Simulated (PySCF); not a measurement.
fluoro(silyloxy)silane (FH5OSi2), SMILES F[SiH2]O[SiH3].

Coordinates come from a B3LYP-D3(BJ)/def2-SVP optimisation. Other conformers were not sampled.

These are PySCF with TDDFT-CAM-B3LYP/def2-SVPD values and carry that method's errors.

Vertical excitations. Gas-phase values at a fixed geometry.

Computed lowest excited states:
```
state  energy (eV)  λ (nm)      f                                                                   main pairs
-----  -----------  ------  -----  ---------------------------------------------------------------------------
S1            7.63     163  0.001                                                               HOMO→LUMO 88 %
S2            7.83     158  0.002                                                             HOMO−1→LUMO 90 %
S3            8.18     152  0.012                        HOMO→LUMO+1 42 %, HOMO→LUMO+2 37 %, HOMO−2→LUMO+2 8 %
S4            8.55     145  0.020                                            HOMO−2→LUMO 55 %, HOMO→LUMO+6 9 %
S5            8.81     141  0.086       HOMO→LUMO+1 34 %, HOMO→LUMO+2 28 %, HOMO−1→LUMO+1 9 %, HOMO−2→LUMO 7 %
S6            8.89     139  0.068                                       HOMO−1→LUMO+1 63 %, HOMO−1→LUMO+2 10 %
S7            9.02     138  0.022  HOMO→LUMO+4 41 %, HOMO−1→LUMO+5 14 %, HOMO−1→LUMO+2 11 %, HOMO−1→LUMO+6 8 %
S8            9.23     134  0.007                                         HOMO→LUMO+3 53 %, HOMO−2→LUMO+1 15 %
S9            9.30     133  0.073                                       HOMO−1→LUMO+2 64 %, HOMO−1→LUMO+1 11 %
S10           9.51     130  0.032   HOMO−1→LUMO+6 29 %, HOMO−1→LUMO+5 16 %, HOMO→LUMO+4 15 %, HOMO−3→LUMO 12 %
T1            7.23     171      0                                                               HOMO→LUMO 80 %
T2            7.41     167      0                                                             HOMO−1→LUMO 83 %
T3            7.73     160      0    HOMO→LUMO+1 34 %, HOMO→LUMO+2 33 %, HOMO−2→LUMO+2 11 %, HOMO−2→LUMO+1 9 %
T4            8.03     154      0                          HOMO−2→LUMO 49 %, HOMO→LUMO+6 16 %, HOMO→LUMO+5 8 %
```
Triplets are in the Tamm–Dancoff approximation, which puts them higher than full response would, so one can lie above its singlet here.
